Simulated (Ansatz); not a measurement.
The Zn1–H2 bond of GeH4Zn (SMILES [ZnH][GeH3]) is stretched (multiplicity 1, the rest rigid).
Geometry at rest (charge 0, multiplicity 1):
```xyz
6

Zn    -0.79250    -0.19044    -0.99305
H     -1.75245    -0.42112    -2.19593
Ge     0.69803     0.16774     0.87467
H      1.76168    -0.94503     1.00572
H      1.47616     1.49789     0.76509
H     -0.04731     0.21384     2.22713
```

Cores are frozen in the correlated methods. Filled d and f shells under p-block atoms count as core.

The values were computed with Ansatz (a program for electronic structure). Values without a source in brackets are computed.

Energies above the point at 1.556 Å (the B3LYP-D3(BJ) bond length), FIC-MRCISD+Q on CASSCF(2,2)/def2-TZVPP (kcal/mol): 3.81 at 1.401 Å; 3.25 at 1.712 Å; 78.30 at 4.980 Å.

Problem. Take the last value as the depth D of a Morse curve D(1 − e^(−a(R − R₀)))², fit a and R₀ to the two near points, and test it at 2.101 and 2.723 Å.

Solution. 
With D = 78.3, both near points (counted from the curve's value at 1.556 Å) are met by a = 1.38 Å⁻¹ and R₀ = 1.546 Å, so k = 2Da² = 297 kcal/(mol Å²). The curve then gives 22.3 and 50.4 kcal/mol; the level itself gives 22.4 and 53.1, so Morse is off by -0.1 and -2.7.
